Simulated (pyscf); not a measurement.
**H₃C–CH₂–N(CH₂–CH₃)–SiH₂–OH (SMILES CCN(CC)[SiH2]O), singlet**

Gas-phase minimum from PySCF at ωB97X-D3(BJ)/def2-SVP, one conformer. 

SMILES: CCN(CC)[SiH2]O
```xyz
20

C     -1.3329     2.0265     0.1229
C     -0.7125     1.1128     1.1817
N      0.0568     0.0098     0.6165
C     -0.6968    -1.1750     0.2283
C     -1.0243    -2.0960     1.4037
Si     1.7326     0.2303     0.2742
O      2.0540     1.3670    -0.9149
H     -2.0086     1.4638    -0.5418
H     -1.9156     2.8386     0.5873
H     -0.5395     2.4751    -0.4951
H     -0.0489     1.7090     1.8329
H     -1.4990     0.7111     1.8454
H     -1.6310    -0.8750    -0.2833
H     -0.1148    -1.7396    -0.5191
H     -1.6180    -2.9642     1.0738
H     -1.6029    -1.5674     2.1780
H     -0.0968    -2.4646     1.8699
H      2.2447    -1.1156    -0.1191
H      2.4427     0.7871     1.4540
H      1.6782     1.1869    -1.7830
```

Bond lengths (Å): C1–C2 1.530, C1–H8 1.102, C1–H9 1.102, C1–H10 1.101, C2–N3 1.459, C2–H11 1.104, C2–H12 1.105, N3–C4 1.457, N3–Si6 1.725, C4–C5 1.529, C4–H13 1.107, C4–H14 1.103, C5–H15 1.102, C5–H16 1.102 (the first ones only). Angles (°): C2–C1–H8 111.2, C2–C1–H9 111.3, C2–C1–H10 109.8, H8–C1–H9 107.8, H8–C1–H10 108.1, H9–C1–H10 108.5, C1–C2–N3 113.4, C1–C2–H11 109.2, C1–C2–H12 110.1, N3–C2–H11 108.6, N3–C2–H12 109.5, H11–C2–H12 105.7, C2–N3–C4 116.4, C2–N3–Si6 119.5 (the first ones only).

Properties at ωB97X-D3(BJ)/def2-SVP:

| Item | Result |
|---|---|
| Harmonic wavenumbers, unscaled | 49, 64, 81, 138, 217, 222, 237, 293, 327, 336, 396, 518, 641, 673, 783, 795, 798, 844, 899, 944, 949, 962, 972, 1082, 1104, 1108, 1128, 1246, 1254, 1329, 1373, 1384, 1396, 1418, 1428, 1469, 1473, 1474, 1481, 1491, 1497, 2247, 2287, 3044, 3055, 3063, 3064, 3105, 3110, 3155, 3158, 3163, 3167, 3928 cm⁻¹ |
| Zero-point energy | 108.4 kcal/mol |
| Rotational symmetry number | 1 |
| Entropy of this conformer at 298 K and 1 atm, rigid rotor and harmonic oscillator, modes under 100 cm⁻¹ raised to 100 | 402.0 J/(mol K) |
| Dipole moment | 2.10 D |

Single-point totals, which compare only within one level:

| level | total energy (hartree) |
|---|---|
| ωB97X-D3(BJ)/def2-TZVP | -580.06624 |
| PBE/def2-TZVP | -579.37368 |
| r²SCAN/def2-TZVP | -579.70863 |
| B3LYP-D3(BJ)/def2-TZVP | -579.96796 |
| PBE0-D3(BJ)/def2-TZVP | -579.45466 |
| M06-2X/def2-TZVP | -579.75281 |
| ωB97M-D3(BJ)/def2-TZVP | -580.02347 |

The lowest mode is so soft that the shape along it may change with the basis. Soft torsions are taken as harmonic, which can shift the entropy by several J/(mol K).
